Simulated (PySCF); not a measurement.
Isomers of C7H10F2O2, mass 164.065 u with the commonest isotopes. Method used: PBE0/pcSseg-1 in PySCF (dipole) on a GFN2-xTB geometry, gas phase. One conformer each, none proved a minimum here; rigid rotors.

Question: Order these by out-of-plane moment Σ m c² = (Ia + Ib − Ic)/2, smallest first.
A. `[F:1][CH:2]([F:3])[O:4][C@@H:5]1[CH2:6][CH2:7][CH2:8][C@H:9]2[O:10][C@@H:11]12` with F1–C2–O4–C5 -91°, C2–O4–C5–C6 -161°, O4–C5–C6–C7 -168°, C5–C6–C7–C8 68°, C6–C7–C8–C9 -53°, C7–C8–C9–O10 -46°
B. `[CH2:1]=[CH:2][CH2:3][C@@H:4]1[O:5][CH2:6][C@@H:7]1[O:8][CH:9]([F:10])[F:11]` with C1–C2–C3–C4 123°, C2–C3–C4–O5 -177°, C6–C7–O8–C9 86°, C7–O8–C9–F10 -59°
C. `[CH3:1][O:2][C@@H:3]1[C@H:4]([F:5])[CH2:6][CH2:7][C:8](=[O:9])[C@H:10]1[F:11]` with C1–O2–C3–C4 -85°, O2–C3–C4–F5 68°, C3–C4–C6–C7 -61°, C4–C6–C7–C8 56°, C6–C7–C8–O9 122°
D. `[CH2:1]=[CH:2][CH2:3][O:4][C:5](=[O:6])[C@H:7]([CH3:8])[CH:9]([F:10])[F:11]` with C1–C2–C3–O4 134°, C2–C3–O4–C5 -177°, C3–O4–C5–O6 0°, O4–C5–C7–C8 -105°, C5–C7–C9–F10 177°
E. `[F:1][CH:2]([F:3])[O:4][C@@H:5]1[CH2:6][CH2:7][C@H:8]2[O:9][C@H:10]2[CH2:11]1` with F1–C2–O4–C5 -87°, C2–O4–C5–C6 -164°, O4–C5–C6–C7 170°, C5–C6–C7–C8 47°, C6–C7–C8–O9 -82°, C7–C8–O9–C10 112°

Answer: A (34.74 u·Å²), E (39.53 u·Å²), B (45.65 u·Å²), D (76.74 u·Å²), C (143.04 u·Å²).

Question: Order these by dipole moment, smallest first.
A. `[CH2:1]=[CH:2][CH2:3][O:4][C:5](=[O:6])[C@H:7]([CH3:8])[CH:9]([F:10])[F:11]` with C1–C2–C3–O4 134°, C2–C3–O4–C5 -177°, C3–O4–C5–O6 0°, O4–C5–C7–C8 -105°, C5–C7–C9–F10 177°
B. `[F:1][CH:2]([F:3])[O:4][C@@H:5]1[CH2:6][CH2:7][CH2:8][C@H:9]2[O:10][C@@H:11]12` with F1–C2–O4–C5 -91°, C2–O4–C5–C6 -161°, O4–C5–C6–C7 -168°, C5–C6–C7–C8 68°, C6–C7–C8–C9 -53°, C7–C8–C9–O10 -46°
C. `[CH3:1][O:2][C@@H:3]1[C@H:4]([F:5])[CH2:6][CH2:7][C:8](=[O:9])[C@H:10]1[F:11]` with C1–O2–C3–C4 -85°, O2–C3–C4–F5 68°, C3–C4–C6–C7 -61°, C4–C6–C7–C8 56°, C6–C7–C8–O9 122°
D. `[CH2:1]=[CH:2][CH2:3][C@@H:4]1[O:5][CH2:6][C@@H:7]1[O:8][CH:9]([F:10])[F:11]` with C1–C2–C3–C4 123°, C2–C3–C4–O5 -177°, C6–C7–O8–C9 86°, C7–O8–C9–F10 -59°

Answer: D (1.10 D), C (2.08 D), B (2.77 D), A (2.89 D).

Question: Order these by rotational constant A, largest first.
A. `[CH3:1][O:2][C@@H:3]1[C@H:4]([F:5])[CH2:6][CH2:7][C:8](=[O:9])[C@H:10]1[F:11]` with C1–O2–C3–C4 -85°, O2–C3–C4–F5 68°, C3–C4–C6–C7 -61°, C4–C6–C7–C8 56°, C6–C7–C8–O9 122°
B. `[CH2:1]=[CH:2][CH2:3][C@@H:4]1[O:5][CH2:6][C@@H:7]1[O:8][CH:9]([F:10])[F:11]` with C1–C2–C3–C4 123°, C2–C3–C4–O5 -177°, C6–C7–O8–C9 86°, C7–O8–C9–F10 -59°
C. `[CH2:1]=[CH:2][CH2:3][O:4][C:5](=[O:6])[C@H:7]([CH3:8])[CH:9]([F:10])[F:11]` with C1–C2–C3–O4 134°, C2–C3–O4–C5 -177°, C3–O4–C5–O6 0°, O4–C5–C7–C8 -105°, C5–C7–C9–F10 177°
D. `[F:1][CH:2]([F:3])[O:4][C@@H:5]1[CH2:6][CH2:7][C@H:8]2[O:9][C@H:10]2[CH2:11]1` with F1–C2–O4–C5 -87°, C2–O4–C5–C6 -164°, O4–C5–C6–C7 170°, C5–C6–C7–C8 47°, C6–C7–C8–O9 -82°, C7–C8–O9–C10 112°
E. `[F:1][CH:2]([F:3])[O:4][C@@H:5]1[CH2:6][CH2:7][CH2:8][C@H:9]2[O:10][C@@H:11]12` with F1–C2–O4–C5 -91°, C2–O4–C5–C6 -161°, O4–C5–C6–C7 -168°, C5–C6–C7–C8 68°, C6–C7–C8–C9 -53°, C7–C8–C9–O10 -46°

Answer: D (2525 MHz), C (2466 MHz), E (2386 MHz), B (1637 MHz), A (1465 MHz).

```tsv
SMILES	point group	Ia (u·Å²)	Ib (u·Å²)	Ic (u·Å²)	κ	μa (D)	μb (D)	μc (D)
FC(F)O[C@@H]1CCC[C@H]2O[C@@H]12	C1	211.84	784.51	926.86	-0.89	2.55	1.05	0.28
C=CCOC(=O)[C@H](C)C(F)F	C1	204.94	1078.27	1129.73	-0.98	2.38	1.51	0.67
CO[C@@H]1[C@H](F)CCC(=O)[C@H]1F	C1	344.89	541.55	600.36	-0.71	1.81	0.91	0.49
FC(F)O[C@@H]1CC[C@H]2O[C@H]2C1	C1	200.13	835.24	956.30	-0.92	2.80	0.65	0.34
C=CC[C@@H]1OC[C@@H]1OC(F)F	C1	308.81	727.81	945.31	-0.71	0.00	1.09	0.07
```
